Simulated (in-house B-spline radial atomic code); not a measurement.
RPA and G0W0 for Br2+, [Ar] 3d10 4s2 4p3, highest spin, as one setting changes: the radius of a hard wall (bohr). Start: Hartree-Fock. A dash marks a level of low quasi-particle weight. Computed with a B-spline radial code for spherical atoms: all electrons, non-relativistic, point nucleus, each spin shell either full or empty, empty states to l = 9 with an (l + 1/2)⁻⁴ tail; G0W0 by contour deformation at full frequency.

```tsv
radius of a hard wall (bohr)	mean-field level (eV)	G0W0 level (eV)	RPA correlation (Eh)
2	10.944	4p up 9.984	-2.3179
2.5	?	?	?
3	?	?	?
3.5	-32.47	4p up -33.15	-2.2181
4	-34.12	4p up -34.74	-2.2109
5	-35.02	4p up -35.55	-2.2065
6	-35.14	4p up -35.64	-2.2057
8	-35.15	4p up -35.65	-2.2053
12	-35.15	4p up -35.65	-2.205
```

Problem. What belongs in the row for 2.5?

Solution. mean-field level (eV): -17.913; G0W0 level (eV): 4p up -18.779; RPA correlation (Eh): -2.2637.

Problem. What belongs in the row for 3?

Solution. mean-field level (eV): -28.349; G0W0 level (eV): 4p up -29.120; RPA correlation (Eh): -2.2335.
